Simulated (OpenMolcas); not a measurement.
# Computed transition rates of Zr2+

| Quantity | Value |
| --- | --- |
| Program | OpenMolcas 26.06 |
| Method | SS-CASPT2, IPEA 0.25 Eh, imaginary shift 0.1 Eh (closed shells correlated: 4s 4p) |
| Basis | ANO-RCC-VQZP [8s7p5d3f2g1h] |
| Scalar Hamiltonian | DKH2, point nucleus |
| Active space | 2 electrons in 5 orbitals (4d) |
| State averaging | 2S+1 = 3 even, 10 roots; 2S+1 = 1 even, 15 roots |
| Spin-orbit coupling | state interaction with AMFI integrals over the reference wave functions, term energies averaged over their components |

Rates come from the transition moments of the reference wave functions (E1 and E2 in the length form). At fixed line strength A goes as λ^-3 for E1 and M1 and as λ^-5 for E2, so a rate at the computed wavelength can be rescaled to the measured one. Measured vacuum wavelengths follow from level energies in Moore, Atomic Energy Levels, vol. II, NSRDS-NBS 35 (1971 reprint of NBS Circular 467, 1952); NIST levels as listed in Rynkun, Gaigalas and Jonsson, Astron. Astrophys. 637, A10 (2020). Branching counts decays inside the model space alone, at computed energies, and the table is only a selection of the E2 and M1 lines, drawn from those between levels with measured partners whose computed energy lies within a factor of 1.5 of the measured one.

```json
{"Upper": "4d2 1S0", "Lower": "4d2 1D2", "Type": "E2", "λ computed (nm)": "548.2", "λ measured (nm)": "548.3", "A computed (s-1)": "5.90e+00", "A rescaled (s-1)": "5.89e+00", "Branching %": "85.6"}
{"Upper": "4d2 1S0", "Lower": "4d2 3P1", "Type": "M1", "λ computed (nm)": "684", "λ measured (nm)": "638.8", "A computed (s-1)": "7.95e-01", "A rescaled (s-1)": "", "Branching %": "11.5"}
{"Upper": "4d2 1S0", "Lower": "4d2 3F2", "Type": "E2", "λ computed (nm)": "425", "λ measured (nm)": "417", "A computed (s-1)": "1.39e-01", "A rescaled (s-1)": "", "Branching %": "2.0"}
{"Upper": "4d2 3P2", "Lower": "4d2 1D2", "Type": "M1", "λ computed (nm)": "2421", "λ measured (nm)": "3229", "A computed (s-1)": "6.07e-02", "A rescaled (s-1)": "", "Branching %": "58.2"}
{"Upper": "4d2 1S0", "Lower": "4d2 3P2", "Type": "E2", "λ computed (nm)": "708.6", "λ measured (nm)": "660.5", "A computed (s-1)": "5.84e-02", "A rescaled (s-1)": "", "Branching %": "0.8"}
{"Upper": "4d2 1G4", "Lower": "4d2 3F4", "Type": "M1", "λ computed (nm)": "1028", "λ measured (nm)": "1046", "A computed (s-1)": "5.69e-02", "A rescaled (s-1)": "", "Branching %": "55.2"}
{"Upper": "4d2 3P0", "Lower": "4d2 3F2", "Type": "E2", "λ computed (nm)": "1159", "λ measured (nm)": "1240", "A computed (s-1)": "5.56e-02", "A rescaled (s-1)": "3.97e-02", "Branching %": "100.0"}
{"Upper": "4d2 1D2", "Lower": "4d2 3F3", "Type": "M1", "λ computed (nm)": "2184", "λ measured (nm)": "1976", "A computed (s-1)": "5.11e-02", "A rescaled (s-1)": "", "Branching %": "56.1"}
{"Upper": "4d2 1G4", "Lower": "4d2 3F3", "Type": "M1", "λ computed (nm)": "948.2", "λ measured (nm)": "964.5", "A computed (s-1)": "4.36e-02", "A rescaled (s-1)": "", "Branching %": "42.3"}
{"Upper": "4d2 1D2", "Lower": "4d2 3F2", "Type": "M1", "λ computed (nm)": "1891", "λ measured (nm)": "1742", "A computed (s-1)": "3.99e-02", "A rescaled (s-1)": "", "Branching %": "43.8"}
{"Upper": "4d2 3P1", "Lower": "4d2 3F3", "Type": "E2", "λ computed (nm)": "1219", "λ measured (nm)": "1308", "A computed (s-1)": "2.81e-02", "A rescaled (s-1)": "1.98e-02", "Branching %": "38.5"}
{"Upper": "4d2 3P2", "Lower": "4d2 3F4", "Type": "E2", "λ computed (nm)": "1268", "λ measured (nm)": "1360", "A computed (s-1)": "2.59e-02", "A rescaled (s-1)": "1.82e-02", "Branching %": "24.8"}
{"Upper": "4d2 3P1", "Lower": "4d2 1D2", "Type": "M1", "λ computed (nm)": "2761", "λ measured (nm)": "3870", "A computed (s-1)": "2.30e-02", "A rescaled (s-1)": "", "Branching %": "31.5"}
{"Upper": "4d2 3P1", "Lower": "4d2 3F2", "Type": "E2", "λ computed (nm)": "1122", "λ measured (nm)": "1201", "A computed (s-1)": "2.05e-02", "A rescaled (s-1)": "1.46e-02", "Branching %": "28.1"}
{"Upper": "4d2 3F4", "Lower": "4d2 3F3", "Type": "M1", "λ computed (nm)": "12170", "λ measured (nm)": "12420", "A computed (s-1)": "1.13e-02", "A rescaled (s-1)": "1.06e-02", "Branching %": "100.0"}
{"Upper": "4d2 3P2", "Lower": "4d2 3F3", "Type": "E2", "λ computed (nm)": "1148", "λ measured (nm)": "1226", "A computed (s-1)": "1.12e-02", "A rescaled (s-1)": "8.06e-03", "Branching %": "10.8"}
{"Upper": "4d2 3F3", "Lower": "4d2 3F2", "Type": "M1", "λ computed (nm)": "14120", "λ measured (nm)": "14680", "A computed (s-1)": "9.04e-03", "A rescaled (s-1)": "8.04e-03", "Branching %": "100.0"}
{"Upper": "4d2 3P2", "Lower": "4d2 3F3", "Type": "M1", "λ computed (nm)": "1148", "λ measured (nm)": "1226", "A computed (s-1)": "2.42e-03", "A rescaled (s-1)": "", "Branching %": "2.3"}
{"Upper": "4d2 3P2", "Lower": "4d2 3F2", "Type": "E2", "λ computed (nm)": "1062", "λ measured (nm)": "1131", "A computed (s-1)": "2.19e-03", "A rescaled (s-1)": "1.60e-03", "Branching %": "2.1"}
{"Upper": "4d2 1G4", "Lower": "4d2 1D2", "Type": "E2", "λ computed (nm)": "1676", "λ measured (nm)": "1884", "A computed (s-1)": "1.78e-03", "A rescaled (s-1)": "9.92e-04", "Branching %": "1.7"}
{"Upper": "4d2 3P2", "Lower": "4d2 3P1", "Type": "M1", "λ computed (nm)": "19660", "λ measured (nm)": "19510", "A computed (s-1)": "1.75e-03", "A rescaled (s-1)": "1.79e-03", "Branching %": "1.7"}
{"Upper": "4d2 3P1", "Lower": "4d2 3F2", "Type": "M1", "λ computed (nm)": "1122", "λ measured (nm)": "1201", "A computed (s-1)": "9.84e-04", "A rescaled (s-1)": "", "Branching %": "1.3"}
{"Upper": "4d2 1G4", "Lower": "4d2 3F2", "Type": "E2", "λ computed (nm)": "888.5", "λ measured (nm)": "905.1", "A computed (s-1)": "6.87e-04", "A rescaled (s-1)": "", "Branching %": "0.7"}
{"Upper": "4d2 3P1", "Lower": "4d2 3P0", "Type": "M1", "λ computed (nm)": "35740", "λ measured (nm)": "37940", "A computed (s-1)": "3.94e-04", "A rescaled (s-1)": "3.29e-04", "Branching %": "0.5"}
```

Spin-changing lines and M1 lines between different terms are not rescaled, since their strength hangs on the term gaps too.

The largest correction is for 4d2 1G4 → 4d2 1D2 (E2): 1.78e-03 × (1676 / 1884)^5 = 9.92e-04 s-1, a factor of 0.56.

The computed rate and branching of 4d2 3F3 → 4d2 3F2 give the upper level a radiative lifetime of 1.000 / 9.04e-03 s-1 = 1.11e+02 s, counting decays inside the model space alone. The rescaled rate gives about 1.2e+02 s.

These are rates of the free ion; in crystals, glasses and complexes forced electric-dipole and non-radiative decay shorten such lifetimes by orders of magnitude. No measured rate stands beside these. Rescaling mends the energy factor alone: line strengths can still be far off where a level mixes with configurations outside the active space, and weak or spin-changing lines hang on small mixing coefficients that depend on the term gaps too, so rescaling need not improve them.

Term energies are means over components that CASPT2 splits; among the terms shown or strongly mixed into the levels shown the widest spread is 640 cm-1 (4d2 1G). Levels of configurations with an s electron are missing; early in the row they begin among the upper levels of the d shell and mix with terms of their name. Measured partners are found by configuration, term and J. A level has none where our copy of the source lacks it or the pairing is in doubt (some pairs that miss far off the trend of their configuration count as doubtful). Levels of configurations outside the active space are missing.
